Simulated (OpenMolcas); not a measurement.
# Ag3+: moving or changing the point charges

Ag3+ among 4 point charges of -2.5 e arranged as a square (D4h), 2.07 Å from the ion.
```
   2.0700    0.0000    0.0000  -2.50
   0.0000    2.0700    0.0000  -2.50
  -2.0700    0.0000    0.0000  -2.50
   0.0000   -2.0700    0.0000  -2.50
```

| Property | Result |
| --- | --- |
| Program | OpenMolcas 26.06 |
| Method | SS-CASPT2, IPEA 0.25 Eh, imaginary shift 0.1 Eh (closed shells correlated: 4s 4p) |
| Basis | ANO-RCC-VTZP [7s6p4d2f1g] |
| Scalar Hamiltonian | DKH2, point nucleus |
| Active space | 8 electrons in 5 orbitals (4d) |
| State averaging | 2S+1 = 3 even, 10 roots; 2S+1 = 1 even, 15 roots |
| Spin-orbit coupling | state interaction with AMFI integrals over the reference wave functions |

Runs around this geometry, states (labels of D4, the rotations of D4h). Energies in cm-1 above the lowest state or level, χT in cm3 K/mol.

| R (Å) | q (e) | Ground state | First state of that spin | First gap with spin-orbit (degeneracies) | χT at 300 K | First state of another spin |
| --- | --- | --- | --- | --- | --- | --- |
| 2.07 | -1.62 | 3A2 | 3E 120 | 200 (1, 1) | 2.740 | 1A1 7680 |
| 1.91 | -2.5 | 3A2 | 3E 6640 | 1290 (1, 2) | 0.424 | 1A1 4400 |
| 2.07 | -2.5 | 3A2 | 3E 3700 | 1040 (1, 2) | 0.684 | 1A1 6380 |
| 2.29 | -2.5 | 3A2 | 3E 1060 | 280 (1, 1) | 2.254 | 1A1 8050 |

Taking the first state of the same spin as R^-n, n = -ln(1060 / 6640) / ln(2.29 / 1.91) = 10.1 between the shortest and longest distance.

This shell can be high or low spin here, a state of another spin lies low, and with metal d orbitals alone active their balance is uncertain, so the ground spin may be wrong. Point charges give a weaker field than real ligands, and real ions of this kind are as a rule low spin; the high spin found here belongs to the model. Free-ion shares, where given, are those of the reference states; single-state CASPT2 does not remix them. Spin-orbit coupling mixes the spin-free states strongly: the lowest level takes only 65 % from its leading state, 3E, which lies 1057 cm-1 above the lowest spin-free state (holds for R = 2.29, q = -2.5). Point charges carry no covalency, so the field is a model and not that of real ligands. No measured value stands beside these numbers.
